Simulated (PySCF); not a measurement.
# Dipole moment and polarisability of `Fc1ncsc1F`

C3HF2NS.
Numbering: `[F:1][c:2]1[n:3][cH:4][s:5][c:6]1[F:7]` (hydrogens: H8 on C4)

Structure used (GFN2-xTB), in Å, numbered top down from 1:
```
atom  x, y, z in Å
F1    -1.3750    1.8086    0.4273
C2    -0.5564    0.7665    0.3958
N3     0.7703    0.9563    0.2795
C4     1.4058   -0.1571    0.2658
S5     0.4273   -1.5828    0.3962
C6    -0.9505   -0.5415    0.4737
F7    -2.1834   -1.0140    0.5917
H8     2.4710   -0.2266    0.1802
```

Level: wB97X-D/def2-SVPD (PySCF), static field, nuclei fixed, core orbitals frozen in the response. The polarisability tensor in these axes (au):

```
x   65.29 -1.48 -2.17
y   -1.48 68.03 -0.91
z   -2.17 -0.91 38.65
```

Diagonalise the tensor; give its mean and Δα, where Δα² is half the sum of the squared differences of the eigenvalues.

Principal values 38.44, 64.85 and 68.68 au; mean 57.32 au = 8.49 Å³ = 9.45 × 10⁻⁴⁰ C²·m²/J; Δα = 28.52 au (50 % of the mean).

What is the dipole moment, and where does it point?

(1.63, -2.15, -0.06) D, 2.70 D in size, pointing from the negative to the positive side. Measured along this direction, the outermost atoms are F1 at the negative end and H8 at the positive end.

Rayleigh depolarisation ratio (linearly polarised light, static tensor)?

ρ = 3Δα²/(45ᾱ² + 4Δα²) = 2440.0/(147870 + 3253.3) = 0.0161.

Sum over states: ᾱ = Σ f/ω², ω in Eh. What share falls to these 8 lowest TDDFT singlets (eV, f)? 5.46, 0.0883; 5.51, 0.0016; 5.78, 0.0006; 6.56, 0.0440; 6.62, 0.0001; 6.99, 0.0000; 7.35, 0.0107; 7.58, 0.0025.

They add up to 3.19 au, 5.6 % of the 57.32 au; the largest single term is 2.20 au, from the state at 5.46 eV. Terms in order: 2.20, 0.04, 0.01, 0.76, 0.00, 0.00, 0.15, 0.03 au. Higher excitations give the rest. The strengths listed sum to 0.148.

Traceless (Buckingham) quadrupole moment about the centre of nuclear charge: eigenvalues?

-5.53, 0.08, 5.45 D·Å. The values depend on the origin, since the dipole doesn't vanish. The electronic extent ⟨r²⟩ about the same centre is 730 bohr², a root-mean-square distance of 1.85 Å for the 60 electrons.

What molar refraction does this α imply?

Lorentz–Lorenz: R = (4π/3)N_A α = 2.5225 cm³/(mol·Å³) × 8.49 Å³ = 21.4 cm³/mol, in the limit of long wavelengths.

What would n − 1 = 2πNα be for an ideal gas of these molecules at 298.15 K and 1 atm, electronic part alone?

N = p/kT = 2.4615 × 10¹⁹ cm⁻³, so n − 1 = 2π × N × 8.49 × 10⁻²⁴ cm³ = 1314 × 10⁻⁶ at long wavelengths.

Geometry: GFN2-xTB; no solvent, vibrations or thermal averaging.

These values come from a run that also computed excited states. The run took 20 s of wall time on an Arm Neoverse V1 with one thread (shared host).

wB97X-D is run here without its empirical dispersion term; that term would change no orbital, density or response property at a fixed geometry.
